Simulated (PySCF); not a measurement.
The calculation used core-valence-separated Tamm–Dancoff BHandHLYP/aug-pcX-1 (pcseg-1 on H, def2-SVPD on S) in PySCF, non-relativistic, gas phase, PBE0-D3(BJ)/def2-SVP geometry. The energies are unshifted.

Main lines of an unknown, eV (oscillator strength): C K: 286.1 (0.065), 286.1 (0.047), 286.6 (0.018), 287.1 (0.034), 287.1 (0.020); O K: 532.3 (0.073), 533.2 (0.027), 533.3 (0.024), 533.6 (0.016), 533.7 (0.011). Listed: the first five lines at most of each edge with a tenth or more of its strongest line's intensity; roots within 0.03 eV on the same or equivalent atoms are summed. Only the lowest roots were sought, and the top ones are left out.

Question: Which candidate gives them?
A. `CCCS(=O)(=O)O`
B. `C(C)(S(=O)(=O)O)C`
C. `CCOS(C)(=O)=O`
D. `C(CS(C)(=O)=O)O`

Answer: D. 

- `CS(=O)(=O)CCO`: C K: 286.1 (0.065), 286.1 (0.047), 286.6 (0.018), 287.1 (0.034), 287.1 (0.020); O K: 532.3 (0.073), 533.2 (0.027), 533.3 (0.024), 533.6 (0.016), 533.7 (0.011). First C line listed at 286.1 eV, hole on the sp3 carbon bound to sulfur; first O line listed at 532.3 eV, hole on the sulfonyl oxygen.
- `CC(C)S(=O)(=O)O`: C K: 285.7 (0.011), 285.8 (0.010), 286.2 (0.061), 286.5 (0.028), 286.5 (0.030); O K: 532.5 (0.033), 532.6 (0.034), 532.8 (0.027), 532.9 (0.024), 533.1 (0.038). First C line listed at 285.7 eV, hole on the methyl carbon; first O line listed at 532.5 eV, hole on the sulfonyl oxygen.
- `CCCS(=O)(=O)O`: C K: 285.4 (0.009), 285.8 (0.014), 286.1 (0.028), 286.2 (0.063), 286.6 (0.014); O K: 532.5 (0.036), 532.6 (0.032), 532.7 (0.026), 532.9 (0.024), 533.1 (0.039). First C line listed at 285.4 eV, hole on the methyl carbon; first O line listed at 532.5 eV, hole on the sulfonyl oxygen.
- `CCOS(C)(=O)=O`: C K: 285.5 (0.011), 286.2 (0.056), 286.3 (0.025), 286.4 (0.026), 286.7 (0.011); O K: 532.6 (0.068), 533.0 (0.043), 533.0 (0.026), 533.1 (0.028), 533.9 (0.023). First C line listed at 285.5 eV, hole on the methyl carbon; first O line listed at 532.6 eV, hole on the sulfonyl oxygen.

One conformer each; other structures than these candidates weren't tested.

The values belong to the conformer `[CH3:1][S:2](=[O:3])(=[O:4])[CH2:5][CH2:6][OH:7]`: C1–S2–C5–C6 76°, S2–C5–C6–O7 67°, H–O7–C6–C5 -54°.
